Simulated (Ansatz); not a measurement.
`[CH3][Hf]([Cl])([Cl])[Cl]` + H₂Se → `[Cl][Hf]([Cl])([Cl])[SeH]` + CH₄  (ligand exchange at the Hf–C bond)

Isolated molecules relaxed with PBE0-D4/def2-TZVP in Ansatz; ΔE leaves out vibrations. CBS: MP2 limit from def2 TZ/QZ plus the TZ coupled-cluster correction, frozen cores. This one scheme is used for every species. DFT in def2-TZVPP. B3LYP here is the variant with VWN-RPA as its local correlation; programs differ in this. def2 core potentials past Kr. For Hf, Se outer-core shells are correlated without core-valence functions, which leaves a few kJ/mol of doubt a bond. Scalar relativity is left out up to krypton. One conformer a species, not always the lowest.

(1) Is it downhill or uphill in electronic energy at CCSD(T)/CBS, and by how much? (An estimate is asked.)

(2) What do these levels give: B3LYP-D4, B2PLYP, PBE, r2SCANh, RPA@PBE/def2-TZVPP, MP2/CBS(def2)? (Best estimate.)

Largest T1 diagnostic among the species: 0.014.

Results:

(1) Ansatz gave: Downhill: ΔE = -33.6 kcal/mol.

(2) Ansatz gave: B3LYP-D4 -33.3, B2PLYP -34.0, PBE -32.8, r2SCANh -33.7, RPA@PBE/def2-TZVPP -32.5, MP2/CBS(def2) -36.0 kcal/mol.

The D4 term adds −0.7 kcal/mol with B3LYP and −0.4 kcal/mol with PBE0; it sums over pairs of atoms, weighted by their polarisabilities, and B3LYP, whose exchange is more repulsive, gets the larger term. Leaving LDA and LC-ωPBE aside and taking each functional with its dispersion term where it has one, the values, not all of them listed here, spread over 2.7 kcal/mol, from PBE-QIDH to ωB97X-V.
